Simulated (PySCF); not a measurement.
## Calculated data, CH4B2Ge, CH7B2Ge

All values are calculated (PySCF 2.14.0). Calculation on a computer-drawn molecule: the log of a Hartree-Fock and frozen-core CCSD(T) single point meant for a local Hartree-Fock minimum, with one planted fault or none, to be diagnosed. Offsets are logged minus clean, where the clean run is the same molecule without the fault. The reference is restricted for singlets and unrestricted otherwise, and also for a bond in bohr or an excited solution. Adding or removing an electron swaps singlet and doublet. The excited solution moves the top pair (singlet) or top alpha electron (doublet) to the lowest empty orbital. Highest occupied and lowest empty are orbital energies over both spins, largest force is the largest gradient component, triples share is (T) over the correlation energy, the T1 limit is 0.02 restricted and 0.045 unrestricted, electrons count all cores, a negative frequency is imaginary (commonest isotopes), and the dipole is about the centre of nuclear charge; on germanium a core potential holds 10 electrons, which the energies leave out, and 3d is frozen in MP2 and coupled-cluster steps.

Common to all runs: meant charge 0; meant basis cc-pVDZ; meant basis and core potential on germanium cc-pVDZ-PP ECP10MDF; logged SCF converged yes; possible faults no fault, one electron removed, one electron added, multiplicity raised by two, geometry at a saddle point, SCF held on an excited solution, minimal basis STO-3G, one bond length entered in bohr, all coordinates scaled.

(1) 
```xyz
8
formula=CH4B2Ge meant_multiplicity=1 logged_electrons=52 logged_basis_functions=85 logged_spin_squared=0 logged_highest_occupied=-9.1805 logged_lowest_empty=-0.51233 logged_largest_force=0.02271 logged_T1_diagnostic=0.017986 logged_D1_diagnostic=0.048233 logged_triples_share=0.039802 logged_CC_converged=yes logged_dipole_magnitude=2.2465 logged_SCF_stable_within_its_kind=yes logged_energy_HF=-382.85099 logged_energy_CCSD(T)=-383.28575 planted_fault=all_coordinates_scaled,by_+3.5_% HF_energy_offset_from_clean_run=5.019 CCSD(T)_energy_offset_from_clean_run=2.053
B     -1.3412    -1.0751     0.1239
C     -0.6045    -1.7857    -1.0959
B     -0.7809    -0.9224    -2.2425
Ge    -1.0607     0.3886    -3.9432
H     -1.9157     0.0191    -0.0469
H     -1.3658    -1.5789     1.2612
H     -0.0720    -2.7656    -1.0087
H     -1.9086     1.4471    -3.0356
```

Units: logged_highest_occupied, logged_lowest_empty in eV; logged_largest_force in hartree/bohr; logged_dipole_magnitude in debye; logged_energy_HF, logged_energy_CCSD(T) in hartree; HF_energy_offset_from_clean_run, CCSD(T)_energy_offset_from_clean_run in kcal/mol.

Drawn bonds:
```
atom  other atom  order
   1           2      1
   2           3      2
   3           4      1
   1           5      1
   1           6      1
   2           7      1
   4           8      1
```

(2) 
```xyz
11
formula=CH7B2Ge meant_multiplicity=2 logged_electrons=54 logged_basis_functions=100 logged_spin_squared=0 logged_highest_occupied=-16.393 logged_lowest_empty=-6.5821 logged_largest_force=0.049756 logged_T1_diagnostic=0.015178 logged_D1_diagnostic=0.054229 logged_triples_share=0.027896 logged_CC_converged=yes logged_dipole_magnitude=2.3596 logged_SCF_stable_within_its_kind=yes logged_energy_HF=-384.36881 logged_energy_CCSD(T)=-384.81795 planted_fault=one_electron_removed HF_energy_offset_from_clean_run=168.1 CCSD(T)_energy_offset_from_clean_run=178.7
B     -0.8484    -0.6915    -1.5595
C     -0.4258     0.3734    -0.4806
B     -1.6738     1.2435    -0.0573
Ge    -2.4700     1.2180     1.8102
H     -1.1796    -0.3351    -2.6583
H     -0.8701    -1.8660    -1.3076
H      0.1043    -0.0639     0.3663
H      0.2324     1.0902    -0.9974
H     -2.2449     1.9114    -0.8748
H     -1.7269     0.6214     3.0067
H     -3.5056     2.2429     2.2704
```

Units: logged_highest_occupied, logged_lowest_empty in eV; logged_largest_force in hartree/bohr; logged_dipole_magnitude in debye; logged_energy_HF, logged_energy_CCSD(T) in hartree; HF_energy_offset_from_clean_run, CCSD(T)_energy_offset_from_clean_run in kcal/mol.

Drawn bonds:
```
atom  other atom  order
   1           2      1
   2           3      1
   3           4      1
   1           5      1
   1           6      1
   2           7      1
   2           8      1
   3           9      1
   4          10      1
   4          11      1
```

(3) 
```xyz
11
formula=CH7B2Ge meant_multiplicity=2 logged_electrons=55 logged_basis_functions=100 logged_spin_squared=0.7873 logged_highest_occupied=-7.2165 logged_lowest_empty=0.43014 logged_largest_force=0.044802 logged_dipole_magnitude=0.77688 logged_SCF_stable_within_its_kind=no logged_energy_HF=-384.55749 planted_fault=SCF_held_on_an_excited_solution HF_energy_offset_from_clean_run=27.58
B     -2.5122    -2.0572    -0.2055
C     -2.0192    -0.5919     0.0752
B     -0.4623    -0.5170    -0.0602
Ge     0.8797     0.8955    -0.7814
H     -2.9996    -2.3544    -1.2630
H     -2.3708    -2.9118     0.6250
H     -2.1336    -0.3784     1.1533
H     -2.5298     0.1882    -0.4967
H      0.2171     2.1754    -1.3227
H      1.7007     0.2717    -1.9181
H      1.8471     1.3009     0.3381
```

Units: logged_highest_occupied, logged_lowest_empty in eV; logged_largest_force in hartree/bohr; logged_dipole_magnitude in debye; logged_energy_HF in hartree; HF_energy_offset_from_clean_run in kcal/mol.

Drawn bonds:
```
atom  other atom  order
   1           2      1
   2           3      1
   3           4      1
   1           5      1
   1           6      1
   2           7      1
   2           8      1
   4           9      1
   4          10      1
   4          11      1
```

Notes: coupled-cluster numbers left out as unreliable.
